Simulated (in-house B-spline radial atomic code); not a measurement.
**Ionising the rhenium ion Re⁷⁺ with different functionals**

Computed with a B-spline radial code for spherical atoms: scalar-relativistic (spin-free X2C) Hamiltonian, Fermi nucleus of rms radius 5.3698 fm, spin-polarised at highest spin, spherical fractional occupations for the functionals, and exact exchange of hybrids averaged over the configuration. The ionisation energy is the difference of two self-consistent energies, [Xe] 4f14 → [Kr] 4d10 4f14 5s2 5p5, without Breit or QED terms; ε is the level of the shell that loses the electron (its least bound occupied spin orbital). There is no spin-orbit coupling in this Hamiltonian.

```tsv
method	rung	ΔSCF (eV)	-ε(5p) (eV)
PBE0	global hybrid	147.96	141.22
B3LYP	global hybrid	147.99	140.72
TPSSh	global hybrid	148.05	139.85
BHandHLYP	global hybrid	147.92	143.66
r2SCAN0	global hybrid	148.70	142.11
B97-1	global hybrid	147.91	140.77
HSE06	range-separated hybrid	147.83	140.68
wB97X	range-separated hybrid	147.54	143.45
CAM-B3LYP	range-separated hybrid	147.94	142.67
LC-wPBE	range-separated hybrid	147.73	143.83
```

Question: Among the functionals, which spreads more, the ΔSCF values or the orbital energies?

Answer: The orbital energies: ΔSCF values span about 1.17 eV and the orbital energies 3.98 eV.

Question: How do they compare with the NIST value?

Answer: NIST lists 144.4 eV ± 0.4 (semi-empirical, ground level to ground level). Errors run from +3.14 to +4.30 eV. The correlated functionals all miss on the same side by more than they spread, so the cause is common to them (spin-orbit coupling, Breit-QED terms, multiplet and fine-structure energies, or a listed next ion that isn't the cheapest removal here) and closeness doesn't rank the functionals.
